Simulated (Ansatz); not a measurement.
Gas-phase electronic energies from Ansatz, PBE0-D4/def2-TZVP geometries. CCSD(T)/CBS is the MP2 limit (def2-TZVPP, def2-QZVPP) plus CCSD(T) − MP2 in def2-TZVPP, frozen cores. DFT in def2-TZVPP. B3LYP here is the variant with VWN-RPA as its local correlation; programs differ in this. One conformer a species, not always the lowest.

Reaction (ligand exchange at the Si–S bond): `N[SiH2]S[SiH](N)O` + `[SiH3]S` → `N[SiH](O)S[SiH3]` + `N[SiH2]S`

```
             level  ΔE (kJ/mol)  difference from CCSD(T)/CBS
           PBE0-D4         19.0                          3.9
           ωB97X-V         14.8                         -0.3
           ωB97M-V         15.3                          0.2
            B2PLYP         15.0                         -0.1
               PBE         19.2                          4.1
            r2SCAN         17.6                          2.5
              PBE0         16.6                          1.5
             B3LYP         13.7                         -1.4
     HF/def2-TZVPP          2.2                        -12.9
SCS-MP2/def2-TZVPP         14.1                         -1.0
   CCSD/def2-TZVPP         13.8                         -1.3
CCSD(T)/def2-TZVPP         16.8                          1.7
     HF/def2-QZVPP          1.6                        -13.5
    MP2/def2-QZVPP         16.1                          1.0
     MP2/CBS(def2)         15.6                          0.5
    CCSD/CBS(def2)         12.1                         -3.0
       CCSD(T)/CBS         15.1                            0
```

Largest T1 diagnostic among the species: 0.012.

The D4 term adds +4.1 kJ/mol with B3LYP and +2.4 kJ/mol with PBE0; it sums over pairs of atoms, weighted by their polarisabilities, and B3LYP, whose exchange is more repulsive, gets the larger term. In def2-TZVPP, CCSD(T) changes the Hartree–Fock value by +14.6 kJ/mol (the triples alone add +3.0 kJ/mol) and MP2 by +15.1 kJ/mol.
